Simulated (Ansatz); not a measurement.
A geometry relaxed with PBE-D3(BJ)/def2-TZVP (Ansatz, an electronic-structure program), charge 0, multiplicity 1:

```xyz
8

C      1.5557    -0.0913    -0.1186
O      0.2502     1.8420    -0.0751
H     -0.9926    -0.9399    -0.7805
H     -0.8548    -0.8877     0.9791
H     -1.8505     0.3576     0.1342
N      2.5742    -0.6525    -0.1811
C     -0.9447    -0.2561     0.0814
C      0.2624     0.6279    -0.0394
```

Problem. Write the SMILES of this molecule.

Solution. `CC(=O)C#N`
